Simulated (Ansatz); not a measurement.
Torsion profile

GaNH2F (SMILES [NH-][GaH][F]) (charge -1), closed shell, at its PBE0-D4/def2-TZVPD minimum:

```
atom    x (Å)    y (Å)    z (Å)
  N1  -0.9210  -1.1033   0.0682
 Ga2   0.3982   0.0746   0.1388
  F3   0.4000   1.7755  -0.5712
  H4  -1.7140  -0.7018  -0.4383
  H5   1.8368  -0.0451   0.8025
```

The dihedral angle H4–N1–Ga2–F3 (0.0° at the minimum) is set to the values below, the two halves turning rigidly about the central bond. Each method's energies count from its own value at the PBE0-D4 minimum structure. Computed with Ansatz 0.2.0 (basis: def2-TZVPPD); correlated methods freeze the cores. Filled d shells of the heavier atoms are correlated. The def2 sets are not built for correlating such inner shells, so the correlated values are less sure here.

CCSD(T) energies along the scan:
| dihedral angle (°) | CCSD(T) (kJ/mol) |
| --- | --- |
| -168.4 | 11.91 |
| -128.4 | 33.07 |
| -88.4 | 46.63 |
| -48.4 | 22.71 |
| -8.4 | 0.79 |
| 31.6 | 10.58 |
| 71.6 | 39.81 |
| 111.6 | 42.89 |
| 151.6 | 18.48 |
They count from the CCSD(T) energy at the PBE0-D4 minimum.

Largest difference from the CCSD(T) curve over the scan: PBE-D4 2.85; r2SCAN-D4 0.97; PBE0-D4 3.73; wB97M-V 4.33 kJ/mol. Each curve counts from its own value at the minimum.

The T1 diagnostic stays at or below 0.019.

For scale, one of the runs: CCSD(T)/def2-TZVPPD, 165 basis functions, launched by `ansatz run in.yaml --threads 2 --pin off --events-out ev --progress --plain --max-ram 4352MiB`. Hardware: 2 CPU threads, shared host. Wall time 48 s; peak host memory 1.4 GiB.
